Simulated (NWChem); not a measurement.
System: SiHOF, singlet; SMILES O[Si]F

NWChem printed, in part:

```
             Northwest Computational Chemistry Package (NWChem) 7.3.0
             --------------------------------------------------------

 CS  symmetry detected

                             Geometry "geometry" -> ""
                             -------------------------

 Output coordinates in angstroms (scale by  1.889725989 to convert to a.u.)

  No.       Tag          Charge          X              Y              Z
 ---- ---------------- ---------- -------------- -------------- --------------
    1 Si                  14.0000     0.62404027     0.00169647     0.00000000
    2 F                    9.0000    -0.43145856    -1.25909868     0.00000000
    3 O                    8.0000    -0.43367036     1.27620942     0.00000000
    4 H                    1.0000    -1.38407386     1.09846211     0.00000000

 Effective nuclear repulsion energy (a.u.)     100.8521490423

      Symmetry information
      --------------------

 Group name             Cs
 Group number              2
 Group order               2
 No. of unique centers     4

                                 NWChem DFT Module
                                 -----------------

 Summary of "ao basis" -> "ao basis" (spherical)
 ------------------------------------------------------------------------------
       Tag                 Description            Shells   Functions and Types
 ---------------- ------------------------------  ------  ---------------------
 Si                          6-31g*                  8       18   4s3p1d
 F                           6-31g*                  6       14   3s2p1d
 O                           6-31g*                  6       14   3s2p1d
 H                           6-31g*                  2        2   2s

      Symmetry analysis of basis
      --------------------------

        a'         35
        a"         13

            General Information
            -------------------
          SCF calculation type: DFT
          Wavefunction type:  closed shell.
          No. of atoms     :     4
          No. of electrons :    32
           Alpha electrons :    16
            Beta electrons :    16
          Charge           :     0
          Spin multiplicity:     1
          Use of symmetry is: on ; symmetry adaption is: on
          Maximum number of iterations: 150
          AO basis - number of functions:    48
                     number of shells:    22
          Convergence on energy requested:  1.00D-06
          Convergence on density requested:  1.00D-05
          Convergence on gradient requested:  5.00D-04

              XC Information
              --------------
                  TPSS metaGGA Exchange Functional  1.000
             TPSS03 metaGGA Correlation Functional  1.000

             Grid Information
             ----------------
          Grid used for XC integration:  medium
          Radial quadrature: Mura-Knowles
          Angular quadrature: Lebedev.
          Tag              B.-S. Rad. Rad. Pts. Rad. Cut. Ang. Pts.
          ---              ---------- --------- --------- ---------
          Si                  1.10       88           8.0       590
          F                   0.50       49           7.0       434
          O                   0.60       49           7.0       434
          H                   0.35       45           8.0       434
          Grid pruning is: on
          Number of quadrature shells:   231
          Spatial weights used:  Erf1

      Superposition of Atomic Density Guess
      -------------------------------------

 Sum of atomic energies:        -463.44222432

      Non-variational initial energy
      ------------------------------

 Total energy =    -463.815623
 1-e energy   =    -843.802699
 2-e energy   =     279.134927
 HOMO         =      -0.301320
 LUMO         =      -0.018171

      Symmetry analysis of molecular orbitals - initial
      -------------------------------------------------

  Numbering of irreducible representations:

     1 a'          2 a"

  Orbital symmetries:

     1 a'          2 a'          3 a'          4 a'          5 a'
     6 a'          7 a"          8 a'          9 a'         10 a'
    11 a'         12 a'         13 a"         14 a'         15 a"
    16 a'         17 a"         18 a'         19 a'         20 a'
    21 a'         22 a"         23 a'         24 a'         25 a'
    26 a"

     ---------------------------------------------
      Total Density - Mulliken Population Analysis
     ---------------------------------------------

    Atom       Charge   Shell Charges
 -----------   ------   -------------------------------------------------------
    1 Si  14    12.86   2.00  2.00  5.97  1.11  0.72  0.74  0.19  0.14
    2 F    9     9.65   2.00  0.96  3.48  1.00  2.21  0.01
    3 O    8     9.03   2.00  0.94  3.14  0.89  2.05  0.01
    4 H    1     0.46   0.35  0.11

   convergence    iter        energy       DeltaE   RMS-Dens  Diis-err
 ---------------- ----- ----------------- --------- --------- ---------
 d= 0,ls=0.0,diis     1   -465.1415000304 -5.66D+02  3.13D-02  7.42D-01
 d= 0,ls=0.0,diis     2   -464.8585009273  2.83D-01  1.94D-02  3.72D+00
 d= 0,ls=0.0,diis     3   -465.2303453353 -3.72D-01  2.31D-03  1.11D-02
 d= 0,ls=0.0,diis     4   -465.2301705366  1.75D-04  1.41D-03  1.47D-02
 d= 0,ls=0.0,diis     5   -465.2315212713 -1.35D-03  3.46D-04  9.67D-04
  Resetting Diis
 d= 0,ls=0.0,diis     6   -465.2316123650 -9.11D-05  6.46D-05  6.68D-06
 d= 0,ls=0.0,diis     7   -465.2316134510 -1.09D-06  2.20D-05  2.27D-07
 d= 0,ls=0.0,diis     8   -465.2316134083  4.27D-08  1.09D-05  7.38D-07
 d= 0,ls=0.0,diis     9   -465.2316134872 -7.89D-08  2.77D-06  3.54D-08

         Total DFT energy =     -465.231613487200
      One electron energy =     -845.782449834798
           Coulomb energy =      320.118703689867
    Exchange-Corr. energy =      -40.420016384572
 Nuclear repulsion energy =      100.852149042303

 Numeric. integr. density =       31.999998549336

                  Occupations of the irreducible representations
                  ----------------------------------------------

                     irrep           alpha         beta
                     --------     --------     --------
                     a'               13.0         13.0
                     a"                3.0          3.0

                       DFT Final Molecular Orbital Analysis
                       ------------------------------------

 Vector   14  Occ=2.000000D+00  E=-3.156328D-01  Symmetry=a'
              MO Center= -3.5D-01,  5.2D-01,  7.5D-16, r^2= 2.2D+00
   Bfn.  Coefficient  Atom+Function         Bfn.  Coefficient  Atom+Function
  ----- ------------  ---------------      ----- ------------  ---------------
    36      0.492660  3 O  py                22      0.369360  2 F  py
    40      0.337683  3 O  py                26      0.254321  2 F  py
    38      0.169358  3 O  s                  6     -0.159061  1 Si s
    34      0.106573  3 O  s                 35      0.103342  3 O  px
    47     -0.085636  4 H  s                 12      0.084663  1 Si py

 Vector   15  Occ=2.000000D+00  E=-3.082423D-01  Symmetry=a"
              MO Center= -3.8D-01,  9.3D-01,  3.6D-16, r^2= 1.3D+00
   Bfn.  Coefficient  Atom+Function         Bfn.  Coefficient  Atom+Function
  ----- ------------  ---------------      ----- ------------  ---------------
    37      0.577244  3 O  pz                41      0.437960  3 O  pz
    23     -0.228779  2 F  pz                27     -0.174067  2 F  pz
     9      0.134154  1 Si pz                15      0.060059  1 Si d -1
    13      0.058010  1 Si pz                 5     -0.055949  1 Si pz

 Vector   16  Occ=2.000000D+00  E=-2.417537D-01  Symmetry=a'
              MO Center=  8.7D-01,  8.7D-04, -5.9D-16, r^2= 2.2D+00
   Bfn.  Coefficient  Atom+Function         Bfn.  Coefficient  Atom+Function
  ----- ------------  ---------------      ----- ------------  ---------------
    10      0.469448  1 Si s                  6      0.430278  1 Si s
     7      0.369356  1 Si px                21     -0.256263  2 F  px
     2     -0.205820  1 Si s                 25     -0.194428  2 F  px
    36      0.186384  3 O  py                38     -0.167955  3 O  s
     3     -0.148191  1 Si px                40      0.127010  3 O  py

 Vector   17  Occ=0.000000D+00  E=-7.937425D-02  Symmetry=a"
              MO Center=  5.7D-01,  2.7D-02, -3.5D-15, r^2= 2.6D+00
   Bfn.  Coefficient  Atom+Function         Bfn.  Coefficient  Atom+Function
  ----- ------------  ---------------      ----- ------------  ---------------
     9      0.622812  1 Si pz                13      0.502207  1 Si pz
    37     -0.254808  3 O  pz                41     -0.253644  3 O  pz
     5     -0.216648  1 Si pz                23     -0.209262  2 F  pz
    27     -0.189230  2 F  pz                17     -0.042744  1 Si d  1

 Vector   18  Occ=0.000000D+00  E= 5.753801D-03  Symmetry=a'
              MO Center=  5.4D-01,  1.3D-01, -2.5D-16, r^2= 4.0D+00
   Bfn.  Coefficient  Atom+Function         Bfn.  Coefficient  Atom+Function
  ----- ------------  ---------------      ----- ------------  ---------------
    12      0.783295  1 Si py                38     -0.651584  3 O  s
     8      0.443175  1 Si py                48      0.418018  4 H  s
    24      0.296544  2 F  s                 21      0.176923  2 F  px
    25      0.163349  2 F  px                 4     -0.155750  1 Si py
    34     -0.132679  3 O  s                 47      0.132639  4 H  s

 Vector   19  Occ=0.000000D+00  E= 3.713640D-02  Symmetry=a'
              MO Center= -2.1D-01,  1.2D-01,  1.7D-15, r^2= 4.0D+00
   Bfn.  Coefficient  Atom+Function         Bfn.  Coefficient  Atom+Function
  ----- ------------  ---------------      ----- ------------  ---------------
    11      0.826475  1 Si px                10     -0.598564  1 Si s
    38      0.598960  3 O  s                 24      0.443912  2 F  s
    48     -0.414080  4 H  s                  7      0.257450  1 Si px
    40     -0.232642  3 O  py                39     -0.185404  3 O  px
    36     -0.180606  3 O  py                26      0.161790  2 F  py

     ---------------------------------------------
      Total Density - Mulliken Population Analysis
     ---------------------------------------------

    Atom       Charge   Shell Charges
 -----------   ------   -------------------------------------------------------
    1 Si  14    13.36   2.00  2.00  5.96  1.15  1.15  0.64  0.26  0.21
    2 F    9     9.39   2.00  0.94  3.29  1.02  2.13  0.01
    3 O    8     8.66   2.00  0.91  2.91  0.93  1.89  0.02
    4 H    1     0.58   0.47  0.11

     -------------------------------------------
      Total Density - Lowdin Population Analysis
     -------------------------------------------

    Atom       Charge   Shell Charges
 -----------   ------   -------------------------------------------------------
    1 Si  14    13.57   2.00  1.99  5.87  0.92  1.21  0.73  0.53  0.33
    2 F    9     9.27   1.99  0.94  3.17  0.87  2.28  0.02
    3 O    8     8.48   1.99  0.88  2.77  0.72  2.09  0.03
    4 H    1     0.67   0.44  0.24

     Multipole analysis of the density
     ---------------------------------

     L   x y z        total         alpha         beta         nuclear
     -   - - -        -----         -----         ----         -------
     0   0 0 0     -0.000000    -16.000000    -16.000000     32.000000

     1   1 0 0     -0.468457     -0.234228     -0.234228      0.000000
     1   0 1 0      0.086651      0.043325      0.043325     -0.000000
     1   0 0 1     -0.000000     -0.000000     -0.000000      0.000000

     2   2 0 0    -15.899840    -26.782993    -26.782993     37.666145
     2   1 1 0     -1.452190      1.137867      1.137867     -3.727923
     2   1 0 1     -0.000000     -0.000000     -0.000000      0.000000
     2   0 2 0    -19.737330    -60.764025    -60.764025    101.790719
     2   0 1 1     -0.000000     -0.000000     -0.000000      0.000000
     2   0 0 2    -15.946666     -7.973333     -7.973333      0.000000
```

Level: TPSS/6-31G* (spherical d). Low-valent species are run as closed-shell singlets; no triplet was tried in these runs. Geometry: optimised at PBE0/def2-SVP.

### Question
Which NWChem input produces such a log?

### Answer
One answer among several that fit: the input that was run:
```
start job
memory heap 200 mb stack 700 mb global 900 mb
geometry units angstroms noautoz
  Si     0.621402     0.012452     0.000000
  F     -0.421107    -1.259105     0.000000
  O     -0.449328     1.276047     0.000000
  H     -1.397858     1.088559     0.000000
end
basis spherical
  * library 6-31g*
end
dft
  xc xtpss03 ctpss03
  iterations 150
  mulliken
end
task dft energy
```
